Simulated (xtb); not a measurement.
CH5O (SMILES C[OH2+]), charge +1, singlet, geometry from GFN2-xTB; GFN2-xTB with ALPB(dmso) run with xtb.

Input for xtb:
```
$ xtb mol.xyz --gfn 2 --chrg 1 --alpb dmso --json

# file mol.xyz
7

C     -0.01927668     0.75112854     0.00090995
O     -0.01945091    -0.71002909     0.07309383
H     -1.05393514     1.08479565     0.06211764
H      0.89956319    -1.05604335     0.06619891
H      0.52546643     1.12435414     0.86667889
H      0.43988827     1.11244731    -0.91822338
H     -0.53971541    -1.09209225    -0.66698245
```

Q: What does xtb print? Leave out banner, timings and long lists.

A: 
```
   ID    Z sym.   atoms
    1    6 C      1
    2    8 O      2
    3    1 H      3-7

           -------------------------------------------------
          |                Calculation Setup                |
           -------------------------------------------------

           -------------------------------------------------
          |                 G F N 2 - x T B                 |
           -------------------------------------------------

      * Solvation model:               ALPB
        Solvent                        dmso
        Parameter file                 internal GFN2-xTB/ALPB
        Dielectric constant                4.6680E+01
        Reference state                gsolv [1 M gas/solution]
        Free energy shift                  7.1947E-03 Eh       4.5147E+00 kcal/mol
        Temperature                        2.9815E+02 K
        Density                            1.1000E+00 kg/L
        Solvent mass                       7.8130E+01 g/mol
        Interaction kernel             P16
        Born radius scaling (c1)           1.7927E+00
        Born radii integrator          GBOBC
        Born offset                        0.0000E+00 a0       0.0000E+00 AA
        H-bond correction              true
        Ion screening                  false
        Surface tension                    1.0000E-05 Eh       1.5569E+01 dyn/cm
        Grid points                               230 per atom

          ...................................................
          :                      SETUP                      :
          :.................................................:
          :  # basis functions                  13          :
          :  # atomic orbitals                  13          :
          :  # shells                            9          :
          :  # electrons                        14          :
          :  max. iterations                   250          :
          :  Hamiltonian                  GFN2-xTB          :
          :  restarted?                      false          :
          :  GBSA solvation                   true          :
          :  PC potential                    false          :
          :  electronic temp.          300.0000000     K    :
          :  accuracy                    1.0000000          :
          :  -> integral cutoff          0.2500000E+02      :
          :  -> integral neglect         0.1000000E-07      :
          :  -> SCF convergence          0.1000000E-05 Eh   :
          :  -> wf. convergence          0.1000000E-03 e    :
          :  Broyden damping             0.4000000          :
          :  net charge                          1          :
          :  unpaired electrons                  0          :
          ...................................................

 iter      E             dE          RMSdq      gap      omega  full diag
   1     -8.4478319 -0.844783E+01  0.447E+00   11.01       0.0  T
   2     -8.4571693 -0.933737E-02  0.285E+00   10.93       1.0  T
   3     -8.4576461 -0.476792E-03  0.554E-01   10.74       1.0  T
   4     -8.4576645 -0.184795E-04  0.125E-01   10.71       1.0  T
   5     -8.4576649 -0.361816E-06  0.160E-02   10.72       2.4  T
   6     -8.4576650 -0.774639E-07  0.366E-03   10.72      10.3  T
   7     -8.4576650 -0.277223E-08  0.851E-04   10.72      44.4  T
   8     -8.4576650 -0.176009E-08  0.142E-04   10.72     265.5  T

   *** convergence criteria satisfied after 8 iterations ***

         :::::::::::::::::::::::::::::::::::::::::::::::::::::
         ::                     SUMMARY                     ::
         :::::::::::::::::::::::::::::::::::::::::::::::::::::
         :: total energy              -8.374214775198 Eh    ::
         :: total w/o Gsasa/hb        -8.352194727572 Eh    ::
         :: gradient norm              0.006412603460 Eh/a0 ::
         :: HOMO-LUMO gap             10.721311742284 eV    ::
         ::.................................................::
         :: SCC energy                -8.457664920553 Eh    ::
         :: -> isotropic ES            0.131399073483 Eh    ::
         :: -> anisotropic ES         -0.004281557350 Eh    ::
         :: -> anisotropic XC          0.003948939154 Eh    ::
         :: -> dispersion             -0.000999408557 Eh    ::
         :: -> Gsolv                  -0.120512298048 Eh    ::
         ::    -> Gelec               -0.098492250421 Eh    ::
         ::    -> Gsasa               -0.008663781685 Eh    ::
         ::    -> Ghb                 -0.020550959990 Eh    ::
         ::    -> Gshift               0.007194694049 Eh    ::
         :: repulsion energy           0.083450145355 Eh    ::
         :: add. restraining           0.000000000000 Eh    ::
         :: total charge               1.000000000000 e     ::
         :::::::::::::::::::::::::::::::::::::::::::::::::::::

           -------------------------------------------------
          |                Property Printout                |
           -------------------------------------------------

    * Orbital Energies and Occupations

         #    Occupation            Energy/Eh            Energy/eV
      -------------------------------------------------------------
         1        2.0000           -0.8031311             -21.8543
         2        2.0000           -0.7089575             -19.2917
         3        2.0000           -0.6855403             -18.6545
         4        2.0000           -0.6342129             -17.2578
         5        2.0000           -0.5934338             -16.1482
         6        2.0000           -0.5138985             -13.9839
         7        2.0000           -0.5042622             -13.7217 (HOMO)
         8                         -0.1102612              -3.0004 (LUMO)
         9                          0.0397298               1.0811
        10                          0.1320202               3.5925
        11                          0.1326559               3.6097
        12                          0.1892803               5.1506
        13                          0.2172384               5.9114
      -------------------------------------------------------------
                  HL-Gap            0.3940010 Eh           10.7213 eV
             Fermi-level           -0.3072617 Eh           -8.3610 eV

     #   Z          covCN         q      C6AA      α(0)
     1   6 C        3.617    -0.065    22.254     6.805
     2   8 O        2.448    -0.272    18.467     5.804
     3   1 H        0.925     0.140     1.460     1.889
     4   1 H        0.803     0.465     0.381     0.970
     5   1 H        0.925     0.140     1.460     1.890
     6   1 H        0.925     0.126     1.569     1.959
     7   1 H        0.803     0.465     0.381     0.970

 Mol. C6AA /au·bohr⁶  :        192.571093
 Mol. C8AA /au·bohr⁸  :       3789.786893
 Mol. α(0) /au        :         20.287305

Wiberg/Mayer (AO) data.
largest (>0.10) Wiberg bond orders for each atom

 ---------------------------------------------------------------------------
     #   Z sym  total        # sym  WBO       # sym  WBO       # sym  WBO
 ---------------------------------------------------------------------------
     1   6 C    3.818 --     6 H    0.974     5 H    0.970     3 H    0.970
                             2 O    0.902
     2   8 O    2.461 --     1 C    0.902     7 H    0.773     4 H    0.773
     3   1 H    0.980 --     1 C    0.970
     4   1 H    0.783 --     2 O    0.773
     5   1 H    0.980 --     1 C    0.970
     6   1 H    0.984 --     1 C    0.974
     7   1 H    0.784 --     2 O    0.773
 ---------------------------------------------------------------------------

Topologies differ in total number of bonds
Writing topology from bond orders to xtbtopo.mol

molecular dipole:
                 x           y           z       tot (Debye)
 q only:        0.293      -0.767      -0.538
   full:        0.373      -0.892      -0.688       3.016
molecular quadrupole (traceless):
                xx          xy          yy          xz          yz          zz
 q only:       -0.635      -1.001       2.939       1.069       1.811      -2.304
  q+dip:        0.292      -1.193       1.454       1.302       2.315      -1.746
   full:       -0.088      -1.222       2.252       1.329       2.313      -2.164

           -------------------------------------------------
          | TOTAL ENERGY               -8.374214775198 Eh   |
          | GRADIENT NORM               0.006412603460 Eh/α |
          | HOMO-LUMO GAP              10.721311742284 eV   |
           -------------------------------------------------

normal termination of xtb
```
